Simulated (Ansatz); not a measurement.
Consider the ligand exchange at the Al–N bond: `[NH2][Al]([OH])[SiH3]` + HCl → `[OH][Al]([SiH3])[Cl]` + NH₃.

Program: Ansatz. Geometries: PBE0-D4/def2-TZVP. ΔE: electronic, gas phase. CBS: MP2 limit from def2 TZ/QZ plus the TZ coupled-cluster correction, frozen cores. This one scheme is used for every species. DFT in def2-TZVPP. Each species was taken in one conformer, which may not be the lowest.

```csv
level,ΔE (kJ/mol)
revPBE-D4,-78.0
BLYP-D4,-75.4
CAM-B3LYP-D4,-75.9
PBE-QIDH,-82.0
```

(1) What does CCSD(T)/CBS give? (Estimate.)

Largest T1 diagnostic among the species: 0.013.

Answers

(1) Computed: -78.8 kJ/mol. The listed levels differ from it by 0.8, 3.4, 2.9, -3.2 kJ/mol.

From BLYP to BHLYP (50 % exact exchange), in def2-TZVPP and without D4, ΔE moves by −5.1 kJ/mol. In def2-TZVPP, CCSD(T) changes the Hartree–Fock value by +11.1 kJ/mol (the triples alone add +0.5 kJ/mol) and MP2 by +8.5 kJ/mol.
